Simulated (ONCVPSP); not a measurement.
**Transferability test, ONCV potential for Ni (Z = 28)**

ONCVPSP 4.0.1 input, shortened (lines: element, Z, core and valence counts, functional; n l f; lmax; l rc ep ncon nbas qcut; lloc lpopt rc5 dvloc0; l nproj debl; icmod fcfact rcfact), LDA (Perdew-Wang 92), scalar-relativistic:

```
  Ni 28.00    3    3  -001012      upf
    1    0    2.00
    2    0    2.00
    2    1    6.00
    3    0    2.00
    3    1    6.00
    3    2    8.00
    2
    0    1.20    0.00    4    8    8.50
    1    1.00    0.00    3    6   14.70
    2    1.30    0.00    5    9   11.10
    4    5    0.80    0.00
    0    1    1.90
    1    2    1.20
    2    2    0.30
    0    0.00    0.00
```

In the p channel the program set the typed energies aside and used -3.346, 0.250 Ha. In the d channel the program set the typed energies aside and used -1.055, 0.250 Ha.

Energies are relative to the spin-unpolarised reference configuration 3s2 3p6 3d8; without spin polarisation the order of configurations can differ from experiment.

Task: Give the all-electron excitation energy and the error of the potential for: 3s2 3p6 3d8 4s2; 3s2 3p6 3d8 4s1; 3s2 3p6 3d7; 3s2 3p6 3d8 4s1.5.

Result:

| valence configuration | charge | ΔE all-electron (eV) | error AE − PS (meV) |
| --- | --- | --- | --- |
| 3s2 3p6 3d8 4s2 | 0 | -27.247 | +1350 |
| 3s2 3p6 3d8 4s1 | +1 | -17.653 | +879 |
| 3s2 3p6 3d7 | +3 | 37.803 | +29 |
| 3s2 3p6 3d8 4s1.5 | +0.5 | -23.408 | +1156 |
